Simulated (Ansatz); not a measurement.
Basis-set series for CH$_{5}$B$_{2}$NO (`BBC(=N)O`). Total charge 0; spin multiplicity 1. Geometry: relaxed with PBE0-D4/def2-TZVP. It is one conformer, not always the lowest.

```
functional       basis  functions  energy (Eh)  HOMO (eV)  LUMO (eV)
   PBE0-D4  def2-TZVPP        225   -220.54554      -7.98      -1.81
   PBE0-D4  def2-QZVPP        435   -220.55813      -8.02      -1.84
   ωB97M-V  def2-TZVPP        225   -220.71888     -10.30       0.13
   ωB97M-V  def2-QZVPP        435   -220.73080     -10.34       0.06
```

(1) Give the rows for def2-SVP. (An estimate is asked.)

Answers

(1) The calculation gave: 
| functional | basis | functions | energy (Eh) | HOMO (eV) | LUMO (eV) |
| --- | --- | --- | --- | --- | --- |
| PBE0-D4 | def2-SVP | 95 | -220.29077 | -7.76 | -1.66 |
| ωB97M-V | def2-SVP | 95 | -220.45313 | -10.07 | 0.41 |

Positive LUMOs are unbound and depend on the basis.

Computed with Ansatz.
